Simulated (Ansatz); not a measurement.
Start from `CB(F)[SiH2][AlH2]` and change one atom or group to get `CB[SiH2][AlH2]`.

Ansatz, PBE0-D4/def2-TZVP geometries, multiplicity 1. Each molecule was computed in one conformer, which needn't be the lowest.

```csv
property,`CB(F)[SiH2][AlH2]`
LUMO energy (ωB97M-V/def2-TZVPP) / eV,-0.53
LUMO energy (B3LYP/def2-TZVPP) / eV,-2.37
HOMO energy (PBE/def2-TZVPP) / eV,-6.18
size of the dipole moment (B3LYP/def2-TZVPP) / D,1.11
HOMO–LUMO gap (PBE/def2-TZVPP) / eV,3.24
LUMO energy (PBE/def2-TZVPP) / eV,-2.95
```

(1) Give the same properties after the change, and the shifts. (Best estimate.)

Answers

(1) Ansatz gave: 
| property | `CB[SiH2][AlH2]` | shift |
| --- | --- | --- |
| LUMO energy (ωB97M-V/def2-TZVPP) / eV | -0.71 | -0.18 |
| LUMO energy (B3LYP/def2-TZVPP) / eV | -2.58 | -0.21 |
| HOMO energy (PBE/def2-TZVPP) / eV | -6.13 | 0.05 |
| size of the dipole moment (B3LYP/def2-TZVPP) / D | 0.75 | -0.36 |
| HOMO–LUMO gap (PBE/def2-TZVPP) / eV | 2.91 | -0.33 |
| LUMO energy (PBE/def2-TZVPP) / eV | -3.21 | -0.26 |

With PBE0 the HOMO rises by 0.13 eV and the LUMO falls by 0.23 eV, so the gap narrows by about 0.36 eV. PBE moves the HOMO by 0.05 eV and ωB97M-V by 0.15 eV. Dipoles are sizes alone; their direction can turn.

B3LYP here is the variant with VWN-RPA as its local correlation; programs differ in this.
